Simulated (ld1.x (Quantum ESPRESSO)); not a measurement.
The numbers below are computed, except where a source is named.
# Potentials for carbon compared

Generated with ld1.x 7.5 (TM, RRKJ, ultrasoft, PAW), atompaw 4.2 or ONCVPSP 4.0.1. The cutoff is in Ry: for ld1.x and atompaw files where the sum of valence levels is converged to 10 mRy in a Bessel basis, for ONCV files where the hardest occupied wave has 1 mHa per electron of residual kinetic energy. The error is the largest all-electron minus pseudo excitation energy over each file’s own four to seven test configurations (ionisations up to +4, promotions, holes and added fractions of an electron), all of which were solved. The labels leave out finer settings (local radius, basis sizes, second energies), which also bear on the numbers. Spin-polarised tests are not counted. The rows are a selection from randomly drawn settings: files with unsolved tests, undetermined cutoffs or missed reference levels are left out.

```csv
potential,cutoff (Ry),largest error (meV),bound ghosts
"PAW, revPBE, scalar-relativistic, rc 1.25/2.05 (sp), local smoothed, core correction yes, reference 2s2 2p2",15,-16,none
"TM, PBE, scalar-relativistic, rc 0.80/1.50/1.45 (spd), local d, core correction no, reference 2s2 2p2",100,+382,none
"TM semilocal, PBEsol, non-relativistic, rc 0.90/2.70 (sp), local s, core correction yes, reference 2s2 2p2",45,+1435,none
"RRKJ, PBE, non-relativistic, rc 1.00/1.85/1.55 (spd), local smoothed, core correction yes, reference 2s2 2p0.5",50,+199,none
"ultrasoft, LDA (PZ), scalar-relativistic, rc 1.40/2.35/2.35 (spd), local smoothed, core correction no, reference 2s2 2p1.5",12,+324,none
"PAW, PBE, scalar-relativistic, rc 1.10/2.00 (sp), local smoothed, core correction yes, reference 2s2 2p2",21,-5.8,none
```

Problem. Fill in the row for C: TM, PBE, non-relativistic, rc 1.10/1.90 (sp), local smoothed, core correction yes, reference 2s1.5 2p2.5.

Solution. cutoff 35 Ry, largest error +586 meV, bound ghosts: none.

Problem. Fill in the row for C: TM semilocal, PBE, scalar-relativistic, rc 0.90/2.30/2.20 (spd), local p, core correction yes, reference 2s1 2p3.

Solution. cutoff 35 Ry, largest error +653 meV, bound ghosts: none.
